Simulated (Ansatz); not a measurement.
Molecule: sum formula GeCl$_{2}$F, net charge 0, doublet state. It need not be the lowest isomer of its formula. SMILES: [F][Ge]([Cl])[Cl]
Geometry: optimised at B3LYP-D3(BJ)/def2-TZVP (Ansatz, a quantum-chemistry and plane-wave program).

Quantity: atomisation energy (electronic, to ground-state atoms), in kJ/mol. Valence correlation only, unless marked. Open shells are spin-unrestricted. Spin-orbit coupling is left out. The frozen core is the preceding noble-gas configuration, with the filled d and f shells of earlier blocks. No relativistic terms. The coupled-cluster limit lacks core correlation, which all-electron functionals hold. CBS(X,Y): correlation extrapolated as X^-3; Hartree-Fock from the larger set.

| level | program | atomisation energy (kJ/mol) |
|---|---|---|
| BLYP-D3(BJ)/def2-TZVPD | Ansatz + dftd3 | 1134.3 |
| r2SCAN/def2-TZVPD | Ansatz | 1166.2 |
| r2SCAN-D4/def2-TZVPD | Ansatz + dftd4 | 1168.7 |
| PBE0/6-31G* | Ansatz | 1098.0 |
| PBE0/def2-TZVP | Ansatz | 1128.1 |
| HSE06/def2-TZVPD | Ansatz | 1131.2 |
| B2PLYP-D3(BJ)/def2-TZVPD | Ansatz + dftd3 | 1126.6 |
| B2PLYP-D4/def2-TZVPD | Ansatz + dftd4 | 1124.1 |
| RPA@PBE/def2-TZVPP | Ansatz | 978.3 |
| RPA@PBE/def2-QZVPP | Ansatz | 1004.8 |
| SCS-MP2/STO-3G | Ansatz | 1000.5 |
| CCSD/def2-SVP | Ansatz | 991.2 |
| CCSD/def2-TZVPP | Ansatz | 1061.9 |
| CCSD/CBS(def2-TZVPP,def2-QZVPP) | Ansatz | 1107.6 |
| CCSD(T)/CBS(def2-TZVPP,def2-QZVPP) | Ansatz | 1148.4 |
